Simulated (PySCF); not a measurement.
Pb(OH)(SiH3) (H₄OPbSi), SMILES [OH][Pb][SiH3] (connectivity only; charge and spin as stated), neutral, multiplicity 1.

The structure is a stationary point at PBE0-D3(BJ)/def2-SVP. The def2 effective core potentials stand for the cores of Pb; spin–orbit coupling is left out. One conformer was computed; it need not be the lowest.

Method: TDDFT-LC-ωPBE/def2-SVPD in PySCF.

Vertical excitations. Isolated molecule, no solvent.

```json
[
 {"state": "S1", "energy (eV)": "2.59", "λ (nm)": "479", "f": "0.002", "main pairs": "HOMO→LUMO 99 %"},
 {"state": "S2", "energy (eV)": "4.79", "λ (nm)": "259", "f": "0.006", "main pairs": "HOMO→LUMO+1 90 %"},
 {"state": "S3", "energy (eV)": "4.82", "λ (nm)": "257", "f": "0.017", "main pairs": "HOMO−1→LUMO 97 %"},
 {"state": "S4", "energy (eV)": "5.47", "λ (nm)": "227", "f": "0.009", "main pairs": "HOMO−2→LUMO 88 %"},
 {"state": "S5", "energy (eV)": "6.01", "λ (nm)": "206", "f": "0.661", "main pairs": "HOMO→LUMO+2 87 %"},
 {"state": "S6", "energy (eV)": "6.45", "λ (nm)": "192", "f": "0.436", "main pairs": "HOMO→LUMO+3 89 %"},
 {"state": "S7", "energy (eV)": "6.75", "λ (nm)": "184", "f": "0.003", "main pairs": "HOMO−2→LUMO+1 61 %, HOMO→LUMO+5 13 %, HOMO→LUMO+4 10 %"},
 {"state": "S8", "energy (eV)": "6.82", "λ (nm)": "182", "f": "0.064", "main pairs": "HOMO→LUMO+4 53 %, HOMO−2→LUMO+1 20 %, HOMO→LUMO+5 14 %"},
 {"state": "S9", "energy (eV)": "6.89", "λ (nm)": "180", "f": "0.039", "main pairs": "HOMO→LUMO+5 62 %, HOMO→LUMO+4 23 %"},
 {"state": "S10", "energy (eV)": "7.26", "λ (nm)": "171", "f": "0.228", "main pairs": "HOMO−1→LUMO+1 69 %"},
 {"state": "T1", "energy (eV)": "1.92", "λ (nm)": "647", "f": "0", "main pairs": "HOMO→LUMO 97 %"},
 {"state": "T2", "energy (eV)": "4.08", "λ (nm)": "304", "f": "0", "main pairs": "HOMO→LUMO+1 90 %"},
 {"state": "T3", "energy (eV)": "4.29", "λ (nm)": "289", "f": "0", "main pairs": "HOMO−1→LUMO 91 %"},
 {"state": "T4", "energy (eV)": "4.55", "λ (nm)": "273", "f": "0", "main pairs": "HOMO→LUMO+2 58 %, HOMO→LUMO+3 18 %, HOMO→LUMO+6 11 %"}
]
```
Triplets are in the Tamm–Dancoff approximation, which puts them higher than full response would, so one can lie above its singlet here.
